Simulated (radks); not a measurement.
Values are calculated unless marked as measured or tabulated.
How relativity changes the ionisation of neutral germanium ([Ar] 3d10 4s2 4p2) to Ge+ ([Ar] 3d10 4s2 4p1). Spin-unpolarised spherical Kohn-Sham, PBEsol, point nucleus unless stated (finite: rms radius 4.0742 fm), a radial shooting solver on a logarithmic mesh with Libxc functionals. A level marked "c x" has the speed of light scaled by that factor and shares open shells by 2j + 1; other Dirac levels either fill j = l - 1/2 first or share by 2j + 1.

level	E(Ge) (hartree)	E(Ge+) (hartree)	IE (eV)	HOMO	<r> HOMO (bohr)
non-rel.	-2075.13528	-2074.86017	7.486	4p	2.887
scalar-rel.	-2097.29407	-2097.02017	7.453	4p	2.883
scalar-rel., finite nucleus	-2097.28130	-2097.00739	7.453	4p	2.883
Dirac, 2j+1 shares	-2097.39331	-2097.11933	7.455	4p3/2	2.903
Dirac, low j first	-2097.40255	-2097.12538	7.542	4p1/2	2.855
Dirac, 2j+1 shares, finite nucleus	-2097.38052	-2097.10654	7.456	4p3/2	2.903
Dirac, c x 0.75	-2115.57333	-2115.30019	7.432	4p3/2	2.917
Dirac, c x 1.25	-2089.24154	-2088.96715	7.466	4p3/2	2.897
Dirac, c x 10	-2075.35202	-2075.07692	7.486	4p3/2	2.887

NIST Atomic Spectra Database: 7.899 eV (measured). The relativistic part of the total energy of Ge is -22.25 hartree (Dirac, 2j+1 shares, finite nucleus), 1.1 % of the non-relativistic value. Spin polarisation and multiplet splitting of open shells are left out at every level.

Beside tabulated values, note that spin-unpolarised runs miss the spin-polarisation part of the exchange energy of open shells.
